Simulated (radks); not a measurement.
Effect of the nuclear size on neutral xenon, [Xe]. All-electron calculation, Dirac Kohn-Sham, LDA (Slater exchange, Perdew-Wang correlation), spin-unpolarised, spherical densities, finite nucleus; Fermi nuclear charge, rms radius 4.7859 fm. Program: a radial shooting solver on a logarithmic mesh with Libxc functionals. The rms radius is varied about that value; shifts are against it.

rms radius (fm) = 4.0249: total energy shift (eV) -1.95; density at nucleus (e/bohr^3) 2.79e+05; 1s1/2 shift (meV) -816; 2s1/2 shift (meV) -96.5; 4p1/2 shift (meV) 0.282; 5s1/2 shift (meV) -0.560
rms radius (fm) = 4.5418: total energy shift (eV) -0.657; density at nucleus (e/bohr^3) 2.73e+05; 1s1/2 shift (meV) -274; 2s1/2 shift (meV) -32.4; 4p1/2 shift (meV) 0.095; 5s1/2 shift (meV) -0.188
rms radius (fm) = 4.7859: total energy shift (eV) 0; density at nucleus (e/bohr^3) 2.705e+05; 1s1/2 shift (meV) 0.000; 2s1/2 shift (meV) 0.000; 4p1/2 shift (meV) 0.000; 5s1/2 shift (meV) 0.000
rms radius (fm) = 4.9917: total energy shift (eV) 0.576; density at nucleus (e/bohr^3) 2.684e+05; 1s1/2 shift (meV) 240; 2s1/2 shift (meV) 28.4; 4p1/2 shift (meV) -0.083; 5s1/2 shift (meV) 0.165
rms radius (fm) = 5.3219: total energy shift (eV) 1.54; density at nucleus (e/bohr^3) 2.654e+05; 1s1/2 shift (meV) 644; 2s1/2 shift (meV) 76.1; 4p1/2 shift (meV) -0.222; 5s1/2 shift (meV) 0.442

Slopes of the eigenvalues against <r^2> in GHz/fm^2, as finite differences over the two radii next to the reference (eigenvalue slopes, not the field-shift constants of lines): 1s1/2 29000, 2s1/2 3430, 4p1/2 -10.0, 5s1/2 19.9.
